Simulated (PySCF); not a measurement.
F₃Si, doublet, geometry from GFN2-xTB. Base run: BLYP/6-31G in PySCF.

Input for PySCF:
```python
from pyscf import gto, scf, dft

mol = gto.M(
    atom='''
F     1.458975    0.006116   -0.166701
Si   -0.016259   -0.011009    0.427829
F    -0.718422    1.262205   -0.217129
F    -0.715262   -1.251196   -0.281682
''',
    basis='6-31g',
    charge=0,
    spin=1,
    verbose=4,
)

mf = dft.UKS(mol)
mf.xc = 'blyp'
mf.kernel()
mf.analyze()
```

The base run was repeated with changes; each row names its change, and settings that it needs were set with it.

```json
[
 {"change": "base", "ΔE vs base (mEh)": "0.000", "fitting functions": "-", "dipole (D)": "2.07"},
 {"change": "auxbasis = even-tempered beta=3.0", "ΔE vs base (mEh)": "-1.333", "fitting functions": "232", "dipole (D)": "2.07"},
 {"change": "auxbasis = def2-tzvp-ri", "ΔE vs base (mEh)": "-18.763", "fitting functions": "341", "dipole (D)": "2.07"},
 {"change": "auxbasis = def2-universal-jkfit", "ΔE vs base (mEh)": "-0.086", "fitting functions": "359", "dipole (D)": "2.07"},
 {"change": "auxbasis = autoaux", "ΔE vs base (mEh)": "-0.231", "fitting functions": "364", "dipole (D)": "2.07"},
 {"change": "auxbasis = def2-universal-jfit", "ΔE vs base (mEh)": "-0.097", "fitting functions": "198", "dipole (D)": "2.07"},
 {"change": "auxbasis = cc-pvqz-jkfit", "ΔE vs base (mEh)": "-0.039", "fitting functions": "466", "dipole (D)": "2.07"},
 {"change": "auxbasis = even-tempered beta=1.6", "ΔE vs base (mEh)": "-0.090", "fitting functions": "519", "dipole (D)": "2.07"},
 {"change": "auxbasis = even-tempered beta=2.0", "ΔE vs base (mEh)": "-0.434", "fitting functions": "357", "dipole (D)": "2.07"},
 {"change": "auxbasis = default (with mf = mf.density_fit())", "ΔE vs base (mEh)": "-0.047", "fitting functions": "322", "dipole (D)": "2.07"}
]
```

A fitting set is made for a task (jfit for Coulomb, jkfit for Coulomb and exchange, ri for correlation) and for a family of orbital bases.

Open shells are given as the SCF converged; they aren't shown to be the lowest states, and a large step between rows can be another state.
